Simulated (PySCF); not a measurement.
## Ionisation energy of Mo³⁹⁺ by level of theory

Mo³⁹⁺ [He] 2s1 [2s1/2^1, M_J = 1/2] → Mo⁴⁰⁺ 1s2, as a difference of total energies. All numbers are calculated (PySCF 2.14, the two-component X2C-1e Hamiltonian, in an even-tempered Gaussian basis (17 s from 18 bohr⁻², ratio 2.4; 12 p from 24 bohr⁻², ratio 2.4; 5 d from 73 bohr⁻², ratio 2.6; 4 f from 110 bohr⁻², ratio 2.6)). Correlated levels: nothing frozen; the 32 highest virtual spinors dropped. "Screened" scales the spin-orbit matrix elements by Boettger's factors to mimic the two-electron term; Breit and QED terms are absent.

```csv
method,ionisation energy (eV)
GHF (screened spin-orbit),5716.7
GMP2 (screened spin-orbit),5716.9
```

For this ion Breit and QED terms and the two-electron picture change, all absent here, outweigh the correlation shift from GHF to GMP2.

For comparison: 5713.2 eV (theoretical estimate listed by NIST; NIST Atomic Spectra Database, ionization energies).
